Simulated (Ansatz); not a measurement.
What each rung costs, and what it gives

Saddle point of AlSiN2H9, closed shell (AlN₂H₅ ([NH2][AlH][NH2]) + SiH₄ → AlSiN₂H₇ ([NH2][Al]([NH2])[SiH3]) + H₂; bonds formed: Al1–Si6, H2–H5; bonds broken: Al1–H2, H5–Si6), PBE0-D4/def2-TZVP structure:

Al1  (0.442, 0.390, 0.499)
H2  (1.373, -1.007, 0.919)
N3  (1.127, 1.529, -0.669)
N4  (-0.460, 0.796, 1.966)
H5  (0.617, -1.249, 0.164)
Si6  (-0.806, -1.324, -1.120)
H7  (1.044, 1.449, -1.668)
H8  (1.797, 2.241, -0.430)
H9  (-0.466, 0.240, 2.804)
H10  (-1.204, 1.474, 1.988)
H11  (-1.695, -0.249, -1.663)
H12  (-0.090, -1.927, -2.280)
H13  (-1.680, -2.363, -0.509)
(Å)

Barriers are electronic and count from the start structure reached by relaxing down the imaginary mode.

Ansatz 0.2.0; basis: as named in each row; cores frozen in the correlated methods. B3LYP uses VWN-RPA correlation. Extrapolation: Hartree–Fock as exp(−7.88 √X), correlation as X^−2.97.

Times are rough, for one single point on 4 threads of a shared host (AMD EPYC).

The estimate by CCSD(T) at an estimated basis limit (MP2 extrapolated from triple and quadruple zeta, plus CCSD(T) − MP2 in triple zeta) is 1.871 eV.

```json
{"method": "HF", "basis": "STO-3G", "time (s)": "under 1", "barrier (eV)": "3.966", "method less estimate": "2.095"}
{"method": "PBE-D4", "basis": "STO-3G", "time (s)": "under 1", "barrier (eV)": "2.554", "method less estimate": "0.683"}
{"method": "SPW92", "basis": "def2-SVP", "time (s)": "1", "barrier (eV)": "1.162", "method less estimate": "-0.709"}
{"method": "PBE-D4", "basis": "def2-SVP", "time (s)": "2", "barrier (eV)": "1.395", "method less estimate": "-0.476"}
{"method": "B3LYP-D4", "basis": "6-31G", "time (s)": "2", "barrier (eV)": "1.993", "method less estimate": "0.122"}
{"method": "PBE0-D4", "basis": "def2-SVP", "time (s)": "2", "barrier (eV)": "1.573", "method less estimate": "-0.298"}
{"method": "SPW92", "basis": "def2-TZVPP", "time (s)": "3", "barrier (eV)": "1.210", "method less estimate": "-0.662"}
{"method": "BLYP-D4", "basis": "def2-TZVPP", "time (s)": "4", "barrier (eV)": "1.667", "method less estimate": "-0.204"}
{"method": "PBE-D4", "basis": "def2-TZVPP", "time (s)": "5", "barrier (eV)": "1.414", "method less estimate": "-0.457"}
{"method": "B3LYP-D4", "basis": "def2-TZVPP", "time (s)": "6", "barrier (eV)": "1.785", "method less estimate": "-0.087"}
{"method": "BHLYP-D4", "basis": "def2-TZVPP", "time (s)": "6", "barrier (eV)": "2.010", "method less estimate": "0.139"}
{"method": "PBE0-D4", "basis": "def2-TZVPP", "time (s)": "7", "barrier (eV)": "1.586", "method less estimate": "-0.285"}
{"method": "wB97M-V", "basis": "def2-SVP", "time (s)": "8", "barrier (eV)": "1.852", "method less estimate": "-0.019"}
{"method": "CAM-B3LYP-D4", "basis": "def2-TZVPP", "time (s)": "8", "barrier (eV)": "1.895", "method less estimate": "0.024"}
{"method": "r2SCAN-D4", "basis": "def2-TZVPP", "time (s)": "8", "barrier (eV)": "1.545", "method less estimate": "-0.326"}
{"method": "r2SCAN0-D4", "basis": "def2-TZVPP", "time (s)": "9", "barrier (eV)": "1.684", "method less estimate": "-0.187"}
{"method": "CCSD(T)", "basis": "def2-SVP", "time (s)": "10", "barrier (eV)": "1.993", "method less estimate": "0.122"}
{"method": "PBE-QIDH", "basis": "def2-TZVPP", "time (s)": "12", "barrier (eV)": "1.796", "method less estimate": "-0.075"}
{"method": "RPA on PBE", "basis": "def2-TZVPP", "time (s)": "12", "barrier (eV)": "1.908", "method less estimate": "0.037"}
{"method": "B2PLYP", "basis": "def2-TZVPP", "time (s)": "13", "barrier (eV)": "1.878", "method less estimate": "0.006"}
{"method": "B97M-V", "basis": "def2-TZVPP", "time (s)": "14", "barrier (eV)": "1.665", "method less estimate": "-0.207"}
{"method": "wB97X-V", "basis": "def2-TZVPP", "time (s)": "15", "barrier (eV)": "1.896", "method less estimate": "0.025"}
{"method": "wB97M-V", "basis": "def2-TZVPP", "time (s)": "16", "barrier (eV)": "1.905", "method less estimate": "0.034"}
{"method": "MP2", "basis": "def2-QZVPP", "time (s)": "49", "barrier (eV)": "1.916", "method less estimate": "0.045"}
{"method": "CCSD(T)", "basis": "def2-TZVPP", "time (s)": "240", "barrier (eV)": "1.904", "method less estimate": "0.033"}
```

All methods are single points on the PBE0-D4 structures.

No T1 diagnostic of these runs exceeds 0.013.

Labels in which every atom is bracketed show which atoms are joined, not bond orders.
